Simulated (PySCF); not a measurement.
## The electron affinity along the 3d series

All values are computed (PySCF 2.14, energy differences of UHF-based or UKS calculations, no spin-orbit coupling). Values in eV. The last column holds reference values (measured affinities from photodetachment; the arrow runs from anion to atom). Unmarked ones compare directly (S terms, centres of terms, or small fine structure); those marked * lie between the lowest fine-structure levels and include a spin-orbit shift.

```csv
element,configurations,LDA,PBE,PBE0,r2SCAN,MP2 (valence and next inner shell),SCS-MP2 (valence and next inner shell),reference
"Ti (x2c-QZVPPall with one added diffuse shell each of s, p, d, f, g type, spin-free X2C)",[Ar] 3d3 4s2 → [Ar] 3d2 4s2,1.001,0.800,0.398,0.841,-0.357,-0.824,0.076 *
"V (x2c-QZVPPall with one added diffuse shell each of s, p, d, f, g type, spin-free X2C)",[Ar] 3d4 4s2 → [Ar] 3d3 4s2,1.575,1.236,0.812,1.008,0.298,-0.405,0.528 *
"Cr (x2c-QZVPPall with one added diffuse shell each of s, p, d, f, g type, spin-free X2C)",[Ar] 3d5 4s2 → [Ar] 3d5 4s1,0.695,0.444,0.315,0.329,0.144,0.219,0.676
"Fe (x2c-QZVPPall with one added diffuse shell each of s, p, d, f, g type, spin-free X2C)",[Ar] 3d7 4s2 → [Ar] 3d6 4s2,1.077,0.947,0.238,n/a,0.093,-0.032,0.153 *
"Co (x2c-QZVPPall with one added diffuse shell each of s, p, d, f, g type, spin-free X2C)",[Ar] 3d8 4s2 → [Ar] 3d7 4s2,1.736,1.413,0.663,1.046,0.991,0.701,0.662 *
"Ni (x2c-QZVPPall with one added diffuse shell each of s, p, d, f, g type, spin-free X2C)",[Ar] 3d9 4s2 → [Ar] 3d8 4s2,2.364,1.821,1.042,1.024,1.897,1.430,1.157 *
```

The highest occupied level of the anion is positive for Ti⁻ at LDA, PBE, PBE0, r2SCAN; V⁻ at LDA, PBE, PBE0, r2SCAN; Cr⁻ at LDA, PBE, PBE0, r2SCAN; Fe⁻ at LDA, PBE, PBE0, r2SCAN; Co⁻ at LDA, PBE, PBE0, r2SCAN; Ni⁻ at LDA, PBE, PBE0, r2SCAN, so there the basis helps to hold the electron.

"Valence" correlates the outer s and p shells and, in groups 3 to 12 and the f block, the outer d or f shell, open or full, or the next shell where the ion has no valence electron left; the wider scheme adds the next inner shell.
